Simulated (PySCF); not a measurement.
# Cl (chlorine, neutral) across methods

[Ne] 3s1 3p6, 2S determinant (an excited configuration). Computed with PySCF 2.14 in aug-cc-pV(T+d)Z (6s5p4d2f, 55 functions), with no relativity, point nucleus. The B2PLYP total includes its PT2 part (frozen core); its orbital energies are those of the SCF part.

```
method  E (hartree)  mean ε 3s α (eV)  mean ε 3p α (eV)  mean ε 3p β (eV)  Σ⟨r²⟩ (bohr²)   ⟨S²⟩
   M06    -459.6631           -24.436           -11.086            -9.654          28.18  0.755
   PBE    -459.5253           -21.777            -9.637            -8.643          28.42  0.753
   LDA    -458.2260           -21.734            -9.707            -8.785          28.50  0.753
M06-2X    -459.6644           -26.708           -12.736           -10.953          28.48  0.757
B2PLYP    -459.5629           -27.513           -12.885           -10.546          28.68  0.762
   UHF   -458.91965           -32.511           -15.675           -11.818          29.01  0.780
  PBE0    -459.5330           -24.630           -11.317            -9.737          28.37  0.756
r2SCAN    -459.6555           -22.972           -10.190            -8.817          28.34  0.758
 B3LYP    -459.7112           -24.049           -10.979            -9.550          28.52  0.755
```
